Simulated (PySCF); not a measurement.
**Relaxation of quintet Tc(OH)₃**

These are results of UB3LYP/[Tc def2-SVP with ECP28, O def2-SVP, H def2-SVP], scalar-relativistic core potentials, density fitting, no spin–orbit coupling, PySCF, not measurements. A (50,194) grid was used.

A start at or just off a symmetric point, pushed along the force that breaks its symmetry, of Cs symmetry, free to break it:

```xyz
7
charge 0 multiplicity 5, angstrom
Tc    0.0091    0.0111    0.0000
O     1.9421   -0.0424    0.0000
O    -1.0485    1.6261    0.0000
O    -0.9499   -1.6499    0.0000
H     2.5300   -0.7433    0.0000
H    -0.6021    2.5203    0.0000
H    -1.9292   -1.8100    0.0000
```

Question: What forces act on the atoms at the start (eV/Å)?

Answer: 
| atom | Fx | Fy | Fz |
| --- | --- | --- | --- |
| Tc1 | 0.59 | 0.25 | 0.00 |
| O2 | -1.98 | 1.70 | 0.00 |
| O3 | -0.40 | 1.04 | 0.00 |
| O4 | -1.09 | 0.23 | 0.00 |
| H5 | 2.34 | -2.19 | 0.00 |
| H6 | -0.45 | -1.42 | 0.00 |
| H7 | 1.00 | 0.38 | 0.00 |

Question: What does it relax to?

Answer: It ends at C1 with O–H 0.967 Å (×2), O–H 0.972 Å, Tc–O 1.901 Å, Tc–O 1.916 Å, Tc–O 1.929 Å; H–O–Tc 114.1°, H–O–Tc 117.0°, H–O–Tc 130.8°, O–Tc–O 87.5°, O–Tc–O 130.8°, O–Tc–O 141.6°. No frequency check is given, so it may be a saddle point. Other isomers or separated fragments may lie lower.

Question: How much energy is released, and in how many steps?

Answer: 69.3 kJ/mol in 36 steps.

Other spin states or occupations of the open shell can lie lower. At this level a triplet minimum of C3v symmetry lies 36 kJ/mol below this structure.

The relaxation took 2.2 min on 2 threads of a shared Intel Xeon 6975P-C (Granite Rapids) host, with 88 basis functions and 40 gradients.
